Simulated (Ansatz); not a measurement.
Relaxation of F2H7OSiW (12 atoms, charge 0, multiplicity 2), to a largest force component of 0.03 eV/Å in at most 50 steps.

Level of theory: Ansatz 0.2.0, UKS PBE/def2-SVP.

```xyz
12
Properties=species:S:1:pos:R:3:forces:R:3
W -0.145 -0.506 0.103 -0.33 -0.16 -0.69
F 0.597 -0.412 1.824 0.38 -0.01 0.46
H 1.296 0.228 -0.373 0.00 0.02 0.01
H -0.075 1.180 0.202 0.05 0.02 -0.04
O -1.995 -0.152 0.123 -0.03 0.04 -0.08
H -2.473 0.636 -0.204 0.04 -0.06 0.03
F 0.395 -1.942 -1.009 -0.01 0.03 0.02
H -0.141 0.327 -1.371 -0.03 0.04 0.02
Si 0.000 0.095 4.511 -0.09 0.10 0.22
H -0.715 -1.133 5.013 -0.01 -0.01 0.01
H 1.443 0.073 4.929 0.02 0.00 -0.01
H -0.685 1.347 4.998 0.01 -0.02 0.04
```

Task: Where does it end, and by what steps?

Result: The forces met the threshold. After 13 steps the energy has fallen by 0.110 eV; H12 moved furthest, 1.01 Å.

```json
{"step": "0", "energy less start (eV)": "0.0000", "largest force component (eV/Å)": "0.686", "accepted": "yes"}
{"step": "1", "energy less start (eV)": "-0.0550", "largest force component (eV/Å)": "0.204", "accepted": "yes"}
{"step": "2", "energy less start (eV)": "-0.0737", "largest force component (eV/Å)": "0.230", "accepted": "yes"}
{"step": "3", "energy less start (eV)": "-0.0781", "largest force component (eV/Å)": "0.115", "accepted": "yes"}
{"step": "4", "energy less start (eV)": "-0.0817", "largest force component (eV/Å)": "0.079", "accepted": "yes"}
{"step": "5", "energy less start (eV)": "-0.0838", "largest force component (eV/Å)": "0.129", "accepted": "yes"}
{"step": "6", "energy less start (eV)": "-0.0868", "largest force component (eV/Å)": "0.152", "accepted": "yes"}
{"step": "7", "energy less start (eV)": "-0.0908", "largest force component (eV/Å)": "0.271", "accepted": "yes"}
{"step": "8", "energy less start (eV)": "-0.0960", "largest force component (eV/Å)": "0.186", "accepted": "yes"}
{"step": "9", "energy less start (eV)": "-0.1023", "largest force component (eV/Å)": "0.181", "accepted": "yes"}
{"step": "10", "energy less start (eV)": "-0.1057", "largest force component (eV/Å)": "0.232", "accepted": "yes"}
{"step": "11", "energy less start (eV)": "-0.1080", "largest force component (eV/Å)": "0.226", "accepted": "yes"}
{"step": "12", "energy less start (eV)": "-0.1097", "largest force component (eV/Å)": "0.055", "accepted": "yes"}
{"step": "13", "energy less start (eV)": "-0.1100", "largest force component (eV/Å)": "0.030", "accepted": "yes"}
```

```xyz
12
Properties=species:S:1:pos:R:3
W -0.149 -0.587 0.043
F 0.618 -0.630 1.779
H 1.309 0.126 -0.407
H -0.002 1.085 0.245
O -1.989 -0.190 0.031
H -2.436 0.618 -0.287
F 0.350 -1.958 -1.162
H -0.137 0.353 -1.362
Si -0.123 0.423 4.698
H -0.713 -0.954 4.551
H 1.379 0.386 4.646
H -0.604 1.072 5.971
```

Whether the end is a true minimum wasn't checked by a vibrational analysis.

The run took 35 s on 4 threads of Arm Neoverse V2, with other jobs on the host, peak memory 0.23 GiB.
